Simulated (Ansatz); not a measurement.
The cluster SrSe2⁻, relaxed as a doublet with UKS PBE-D4/def2-TZVPD in Ansatz, starting from the GFN2-xTB geometry. Force threshold 0.02 eV/Å.

In the def2 sets Sr takes a core potential; there is no spin–orbit coupling. The relaxation made no stability test and no search for a lower SCF solution. The structure comes from a short search, and lower isomers may exist.

Start:

```xyz
3

Sr   -0.0048   -0.0157   -0.0081
Se    2.6531   -0.3404   -0.5299
Se   -2.6484    0.3561    0.5379
```

```json
{"step": "1", "energy (eV)": "-131519.3257", "largest force component (eV/Å)": "0.079", "SCF passes": "18"}
{"step": "2", "energy (eV)": "-131519.3265", "largest force component (eV/Å)": "0.005", "SCF passes": "28"}
```

Force components are those of the run's own axes.

End:

```xyz
3

Sr   -0.0030   -0.0123   -0.0064
Se    2.6627   -0.3435   -0.5328
Se   -2.6596    0.3558    0.5392
```

By distances, no bond broke or formed. The bond that changes most is Sr1–Se3, from 2.72 to 2.74 Å (atoms count from 1).

No frequencies were taken in this run, so the end may be a saddle point.

It took 3.3 s on 4 threads of Arm Neoverse V2 on a shared host.
